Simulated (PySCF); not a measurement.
# Polarisability and C₆ of Fe⁺ (iron, charge +1)

[Ar] 3d6 4s1, high-spin 6D determinant. Calculation: PySCF 2.14, in aug-cc-pVTZ-DK (8s7p5d3f2g, 93 functions); scalar relativity by spin-free X2C-1e. Coupled (time-dependent) response in atomic units; α is the mean over directions.

```
method  mean α (bohr³)         α xx, yy, zz  C₆ (like pair)  S(−4)
 wB97X           28.08  27.33, 27.33, 29.57           141.4  679.5
```

S(−4) is the Cauchy moment in α(ω) = α(0) + S(−4) ω² + …

α(iu) at wB97X:

```
u (hartree)  α(iu) (bohr³)
          0          28.08
     0.0500          26.49
      0.100          22.78
      0.200          15.25
      0.300          10.51
      0.500          6.088
      0.750          3.903
       1.00          2.852
       1.50          1.815
       2.00          1.294
       3.00         0.7728
       5.00         0.3723
```

For an ion, C₆ is the dispersion term alone; charge-induced terms of lower order in 1/R come first.

The components differ because the open shell of this determinant is not spherical; for a pure term their mean is the scalar polarisability.
